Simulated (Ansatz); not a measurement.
Gas-phase reaction R1 + R2 → P1 + P2, each structure at its B3LYP-D3(BJ)/def2-TZVP stationary point, reached from a drawn start (curvature not checked).
R1, F3S (SMILES F[S](F)F) (charge 0, multiplicity 2):
```xyz
4

F     -1.5838     0.5335     0.3486
S     -0.0735     0.2706    -0.3323
F      1.5717     0.1709    -0.6445
F      0.0857    -0.9749     0.6282
```
R2: O atom, charge 0, multiplicity 3.
P1: F2OS (SMILES O=S(F)F), charge 0, multiplicity 1.
P2: F atom, charge 0, multiplicity 2.

P less R. No zero-point or thermal terms; singlets are restricted closed shells; open shells are unrestricted; no spin–orbit coupling.

Frozen-core correlation throughout. CBS: X⁻³ extrapolation of the correlation energy, Hartree–Fock from the larger set.

Codes used: Ansatz (a first-principles code). Each number belongs to the level named beside it.

Problem. Estimate the reaction energy that SCS-MP2/cc-pV(D+d)Z returns for this input.

Solution. -70.9 kcal/mol

Problem. Estimate the reaction energy that B97M-V/def2-TZVPP returns for this input.

Solution. -72.7 kcal/mol

Problem. What is the computed reaction energy (CCSD(T)/CBS(cc-pV(T+d)Z, cc-pV(Q+d)Z))?

Solution. -75.7 kcal/mol
